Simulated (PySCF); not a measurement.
## Mass spectrum arithmetic for `CC#C[SiH2][N-][SiH2]C`

Species: `CC#C[SiH2][N-][SiH2]C`.

All values are calculated from tables of isotopes.

Question: Find the molar and monoisotopic masses of [C4H10NSi2]-.

Answer: For [C4H10NSi2]-, with standard atomic weights, 4 × 12.011 + 2 × 28.085 + 1 × 14.007 + 10 × 1.008 = 128.301 g/mol. From the most abundant isotopes (12C, 28Si, 14N, 1H), 4 × 12.000000 + 2 × 27.976927 + 1 × 14.003074 + 10 × 1.007825 = 128.0352 u for neutral atoms; the ion's mass is 128.0357 u once 1 electron mass (0.000549 u) is added.

Question: Give the isotope pattern of the ion itself, merging species of the same nominal mass.

Answer: 
```csv
nominal mass,m/z (centroid),relative intensity
128,128.0357,100.0
129,129.0364,15.0
130,130.0331,7.5
131,131.0340,0.7
132,132.0305,0.1
```

Lines under 0.1 % of the tallest are left out.

Question: What resolving power m/Δm just matches the spacing of the species with one 29Si and with one 13C?

Answer: They lie 0.00379 u apart at mass 129.03, so m/Δm is about 34000.

Question: What share of all these ions is the monoisotopic species?

Answer: 0.9893^4 × 0.922297^2 × 0.99632 × 0.999885^10 = 81.09 %.

Question: List the species in which a single atom is changed from its most abundant isotope.

Answer: Intensity in % of the monoisotopic species:

```csv
isotope,mass shift (u),m/z,intensity (%)
15N,+0.99703,129.0328,0.37
29Si,+0.99957,129.0353,10.16
13C,+1.00335,129.0391,4.33
2H,+1.00628,129.0420,0.12
30Si,+1.99684,130.0326,6.69
```

Species under 0.02 % are left out.

Question: Count the protons, neutrons and electrons of the monoisotopic species, and give its exact less its nominal mass.

Answer: 69 protons, 59 neutrons and 70 electrons; 128.0352 − 128 = +0.0352 u, electron masses as for neutral atoms.
